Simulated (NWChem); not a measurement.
Species: H$_{2}$SeO; SMILES O[SeH]

This build's default masses of Se (78.918 u) and Br (79.917 u) are each other's, which moves their modes by up to 0.6 %.

Question: Give the equilibrium geometry at PBE0/def2-SVP (NWChem) as a list of bonds and angles, with the point group.

Answer: point group C1; any orientation.
Bond lengths (Å): Se1–H2 1.480, Se1–O3 1.809, O3–H4 0.966. Angles (°): H2–Se1–O3 97.2, Se1–O3–H4 106.0.
